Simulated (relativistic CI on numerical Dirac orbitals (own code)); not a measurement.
# Co⁺ in a cubic cluster: L2,3 absorption with charge transfer

Computed with a charge-transfer multiplet model of a cubic metal-ligand cluster with up to 2 ligand holes, Slater and spin-orbit integrals from Dirac-Coulomb-Breit ions, Slater integrals scaled by 0.7. The parameters are those of a tetrahedral site (10Dq negative, t2 hopping the larger). The ground state mixes d8 with configurations of k ligand holes L, whose averages lie at kΔ + k(k − 1)U_dd/2; a core hole lowers each added d electron by U_cd. 300 K, Lorentzian 0.4 eV and Gaussian 0.3 eV FWHM.

Atomic integrals in eV (Slater integrals scaled, ζ unscaled), ground: F2dd 7.249, F4dd 4.465, zeta_d 0.056; with the core hole: F2dd 7.249, F4dd 4.465, zeta_d 0.075, zeta_core 9.677, F2cd 4.656, G1cd 3.450, G3cd 1.960.

Cluster parameters (eV): Δ = 5.4, U_dd = 7.2, 10Dq = -0.15, 10Dq(ligand) = 0, V(eg) = 1.05, V(t2g) = -1.78, final-state hopping factor = 0.8.

| Case | n_d | d8 | d9L | d10L2 | S |
| --- | --- | --- | --- | --- | --- |
| U_cd = 7.3 eV | 8.11 | 0.89 | 0.11 | 0.00 | 1.00 |
| U_cd = 7.9 eV | 8.11 | 0.89 | 0.11 | 0.00 | 1.00 |
| U_cd = 8.5 eV | 8.11 | 0.89 | 0.11 | 0.00 | 1.00 |
| U_cd = 9.1 eV | 8.11 | 0.89 | 0.11 | 0.00 | 1.00 |
| U_cd = 10.3 eV | 8.11 | 0.89 | 0.11 | 0.00 | 1.00 |

Weights, n_d and S are thermal averages at 300 K. Photon energies count from the first peak over 30 % of the highest in each spectrum, which can be another peak from case to case. The parameters are a model scan and need not match a compound or its usual spin state. Peaks in eV (height, largest 100):
- U_cd = 7.3 eV: 0.0 (100), 0.2 (100), 1.7 (21), 15.6 (16)
- U_cd = 7.9 eV: 0.0 (100), 0.2 (100), 1.7 (21), 15.5 (16)
- U_cd = 8.5 eV: 0.0 (100), 1.6 (20), 15.5 (16)
- U_cd = 9.1 eV: 0.0 (100), 1.6 (19), 15.5 (15)
- U_cd = 10.3 eV: 0.0 (100), 1.5 (16), 15.4 (13)

Curve for U_cd = 10.3 eV (points under 2 left out, the grid thinned):

```tsv
E (eV)	Intensity
-1.8	2.1
-1.6	2.7
-1.5	3.0
-1.3	4.0
-1.1	5.6
-1.0	6.8
-0.8	10.6
-0.7	14.0
-0.5	27.7
-0.3	58.9
-0.2	78.8
0.0	100.0
0.2	94.5
0.3	85.9
0.5	53.5
0.7	27.0
0.8	20.5
1.0	14.8
1.1	13.8
1.3	15.1
1.5	16.4
1.6	15.0
1.8	10.1
2.0	7.1
2.1	6.0
2.3	3.9
2.5	2.6
2.6	2.2
3.9	3.0
4.0	3.8
4.2	4.7
4.4	3.9
4.5	3.1
14.4	2.1
14.6	3.0
14.7	3.9
14.9	7.3
15.1	11.1
15.2	12.1
15.4	13.2
15.5	12.8
15.7	8.6
15.9	4.4
16.0	3.3
16.2	2.1
```

For the case U_cd = 8.5 eV, Δ = 5.4 eV is smaller than U_dd = 7.2 eV, the charge-transfer side of the Zaanen-Sawatzky-Allen scheme. With the core hole the configuration with one ligand hole lies at Δ + U_dd − U_cd = 5.3, 4.7, 4.1, 3.5, 2.3 eV from the one without, in the order of the table; where this is negative the screened configuration lies lower, though the effective hopping of about 1.9 eV (from the holes of the mixed ground state) mixes the two strongly wherever it is as large as the gap.
